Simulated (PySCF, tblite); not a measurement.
Potential energy curve for PH, triplet.

Levels of theory: GFN2-xTB, 300 K electronic temperature (tblite); UCCSD(T) = CCSD(T) on UHF/cc-pVTZ, 5 core orbitals frozen run with PySCF 2.14.0.

Energies relative to the lowest point of each curve near equilibrium, in eV; the last columns give the difference from UCCSD(T):

| R / Å | GFN2-xTB | UCCSD(T) | GFN2-xTB − UCCSD(T) |
|---|---|---|---|
| 1.07 | 2.395 | 2.452 | -0.058 |
| 1.13 | 1.336 | 1.512 | -0.176 |
| 1.22 | 0.458 | 0.624 | -0.166 |
| 1.27 | 0.207 | 0.330 | -0.123 |
| 1.33 | 0.048 | 0.115 | -0.066 |
| 1.38 | 0.000 | 0.026 | -0.026 |
| 1.43 | 0.005 | 0.000 | 0.005 |
| 1.49 | 0.061 | 0.034 | 0.028 |
| 1.51 | 0.089 | 0.057 | 0.032 |
| 1.56 | 0.174 | 0.138 | 0.036 |
| 1.65 | 0.367 | 0.342 | 0.025 |
| 1.75 | 0.619 | 0.622 | -0.003 |

GFN2-xTB is furthest from UCCSD(T) at 1.13 (-0.176 eV, below); its mean absolute difference over the points is 0.062 eV.

The scan ran from 1.07 to 5.65 Å; beyond the distances shown one of the unrestricted levels run for this scan, shown here or not, changes its spin distribution in one step.
